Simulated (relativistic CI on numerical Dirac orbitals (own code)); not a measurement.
## Forbidden transitions in Os⁵⁰⁺

These numbers are calculated, not measured: Dirac-Coulomb-Breit CI, separate exchange-only KLI orbitals for each configuration, a model potential for QED, unscaled Slater integrals (own radial code, finite nucleus).

Configuration list (outside the closed core [Ne]): 3s2 3p6 3d8, 3s2 3p5 3d9, 3s2 3p4 3d10, 3s 3p6 3d9, 3p6 3d10, 3s 3p5 3d10, 3s2 3p6 3d7 4s, 3s2 3p6 3d7 4p, 3s2 3p4 3d9 4s, 3s2 3p6 3d7 4d, 3s2 3p4 3d9 4p, 3s2 3p5 3d8 4s, 3s2 3p6 3d7 4f, 3s2 3p4 3d9 4d, 3s 3p5 3d9 4s, 3s2 3p5 3d8 4p, 3s 3p5 3d9 4p, 3s2 3p6 3d6 4s2, 3s2 3p5 3d8 4d, 3s 3p5 3d9 4d, 3s 3p6 3d8 4s, 3p6 3d9 4s, 3s2 3p6 3d6 4s 4p, 3s2 3p5 3d8 4f, 3s2 3p6 3d7 5s, 3p6 3d9 4p, 3s 3p6 3d8 4p, 3s2 3p6 3d6 4p2, 3s2 3p6 3d6 4s 4d, 3s2 3p6 3d7 5p, 3s2 3p5 3d7 4s2, 3s2 3p6 3d7 5d, 3p6 3d9 4d, 3s2 3p6 3d6 4p 4d, 3s 3p6 3d8 4d, 3s2 3p6 3d7 5f. Levels of other configurations are missing.

```
λ vac (Å)                 Lower                     Upper  Type   A (s⁻¹)  E lower (eV)  E upper (eV)
   6.6164  3s2 3p6 3d8 1D_2 [2]  3s2 3p6 3d7 4s 1F_3 [56]    E2  6.93e+09          9.45       1883.35
   6.6285  3s2 3p6 3d8 3F_4 [1]  3s2 3p6 3d7 4s 3H_6 [48]    E2  7.33e+09          0.00       1870.48
   6.6288  3s2 3p6 3d8 3F_4 [1]  3s2 3p6 3d7 4s 3P_2 [47]    E2  7.35e+09          0.00       1870.40
   6.6342  3s2 3p6 3d8 1D_2 [2]  3s2 3p6 3d7 4s 3F_4 [53]    E2  5.27e+09          9.45       1878.30
   6.6560  3s2 3p6 3d8 3F_3 [4]  3s2 3p6 3d7 4s 5F_3 [65]    E2  5.96e+09         74.42       1937.17
   6.6601  3s2 3p6 3d8 3F_4 [1]  3s2 3p6 3d7 4s 5F_5 [41]    E2  5.63e+09          0.00       1861.60
   6.6862  3s2 3p6 3d8 3F_4 [1]  3s2 3p6 3d7 4s 5F_4 [39]    E2  2.87e+09          0.00       1854.33
   6.8864  3s2 3p6 3d8 3F_4 [1]  3s2 3p6 3d7 4s 3D_3 [37]    E2  6.67e+09          0.00       1800.43
   6.8956  3s2 3p6 3d8 3F_3 [4]  3s2 3p6 3d7 4s 1H_5 [50]    E2  3.26e+09         74.42       1872.45
   6.9094  3s2 3p6 3d8 3P_2 [5]  3s2 3p6 3d7 4s 3G_3 [54]    E2  5.78e+09         84.34       1878.78
   6.9134  3s2 3p6 3d8 3F_4 [1]  3s2 3p6 3d7 4s 3P_2 [35]    E2  5.42e+09          0.00       1793.39
   6.9141  3s2 3p6 3d8 1D_2 [2]  3s2 3p6 3d7 4s 1D_2 [38]    E2  7.04e+09          9.45       1802.65
   6.9289  3s2 3p6 3d8 3F_3 [4]  3s2 3p6 3d7 4s 3H_4 [42]    E2  7.68e+09         74.42       1863.81
   6.9418  3s2 3p6 3d8 3P_2 [5]  3s2 3p6 3d7 4s 3P_2 [47]    E2  8.70e+09         84.34       1870.40
   6.9445  3s2 3p6 3d8 1D_2 [2]  3s2 3p6 3d7 4s 1P_1 [36]    E2  1.54e+10          9.45       1794.82
   6.9541  3s2 3p6 3d8 3F_4 [1]  3s2 3p6 3d7 4s 3F_4 [34]    E2  1.53e+10          0.00       1782.88
   6.9554  3s2 3p6 3d8 1G_4 [7]  3s2 3p6 3d7 4s 1H_5 [50]    E2  1.28e+10         89.90       1872.45
   6.9566  3s2 3p6 3d8 3F_3 [4]  3s2 3p6 3d7 4s 3F_3 [40]    E2  9.08e+09         74.42       1856.66
   6.9687  3s2 3p6 3d8 3F_4 [1]  3s2 3p6 3d7 4s 5F_5 [33]    E2  3.64e+09          0.00       1779.15
   6.9912  3s2 3p6 3d8 1D_2 [2]  3s2 3p6 3d7 4s 3F_4 [34]    E2  5.21e+09          9.45       1782.88
```

Terms are leading LS components. Brackets give the number of a level in order of energy, since labels repeat. The list gives strong lines, with weight on those to low levels, among the lowest 400 of 6493 levels, so that lines to higher ones, which can be the strongest, are missing. Levels whose partners in the same complex of configurations lie outside the list can be far off, and so can their lines. Rates are taken at the computed energies, electric ones in the length gauge.

At this charge energies of transitions that change n are usually good to better than 1 %, and those within a shell (Δn = 0) to a few per cent.

LS names give the leading component of a level, which can be under half, so a name can repeat, a term be missing and a line seem to break the LS rules.
